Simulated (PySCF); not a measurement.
selenium dioxide (O2Se), SMILES O=[Se]=O.

Coordinates come from a ωB97X-D3(BJ)/def2-TZVP optimisation.

All values below come from PBE/def2-TZVPD (PySCF).

Symmetry labels are those of the subgroup C2v that the program uses (full group C2v).

**Question.** List the valence orbital energies around the gap with their symmetry. (The exact figures need the calculation; the answer reports its results.)

**Answer.** 
```json
[
 {"orbital": "HOMO−7", "symmetry": "B2", "energy (eV)": "-24.89"},
 {"orbital": "HOMO−6", "symmetry": "A1", "energy (eV)": "-16.08"},
 {"orbital": "HOMO−5", "symmetry": "B2", "energy (eV)": "-11.24"},
 {"orbital": "HOMO−4", "symmetry": "B1", "energy (eV)": "-11.17"},
 {"orbital": "HOMO−3", "symmetry": "A1", "energy (eV)": "-11.02"},
 {"orbital": "HOMO−2", "symmetry": "A2", "energy (eV)": "-8.59"},
 {"orbital": "HOMO−1", "symmetry": "B2", "energy (eV)": "-7.97"},
 {"orbital": "HOMO", "symmetry": "A1", "energy (eV)": "-7.73"},
 {"orbital": "LUMO", "symmetry": "B1", "energy (eV)": "-4.92"},
 {"orbital": "LUMO+1", "symmetry": "A1", "energy (eV)": "-0.99"},
 {"orbital": "LUMO+2", "symmetry": "B2", "energy (eV)": "-0.70"},
 {"orbital": "LUMO+3", "symmetry": "A1", "energy (eV)": "-0.13"}
]
```
